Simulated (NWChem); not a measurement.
Molecule: P2H3, doublet; SMILES [PH]P

Program: NWChem. Pople sets run with spherical d functions. Spin-unrestricted. Medium grid unless said otherwise, to which SCAN and Minnesota functionals are sensitive. Structure relaxed at the PBE-D3(BJ)/def2-SVP, spin-unrestricted level. No stability test was run on the SCF state. Level r2SCAN/6-31G*: energy and gradient; each run changes one setting, and changes count from the defaults (medium grid, exact Coulomb integrals, symmetry on).

```tsv
setting	size of the energy change (μHa)	largest change of a gradient component (μHa/bohr)	time, defaults = 1 (rough)
defaults	< 10	< 30	about 1
coarse grid	90	400	about 1
extra-fine grid	< 10	100	3
Coulomb fitting, Ahlrichs set	300	< 30	about 1
symmetry off	< 10	other frame	about 1
```
